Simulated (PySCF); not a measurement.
**Ionisation energy of Cd⁺ by level of theory**

Cd⁺ [Kr] 4d10 5s1 (2S) → Cd²⁺ [Kr] 4d10 (1S), as a difference of total energies. Computed with PySCF 2.14 in def2-SVP with the def2 core potential (28 electrons), with a scalar-relativistic core potential. Correlated levels: valence: 4s2 4p6 frozen. The calculations carry no spin-orbit coupling.

Order these methods by the ionisation energy they give, lowest first.
A. BP86
B. CCSD (valence)
C. M06-2X
D. SCS-MP2 (valence)

D (16.185 eV), B (16.242 eV), C (16.843 eV), A (17.581 eV).

Errors of the correlated levels include the incompleteness of this basis and the frozen core.

For comparison: 16.908 eV (measured; NIST Atomic Spectra Database, ionization energies).
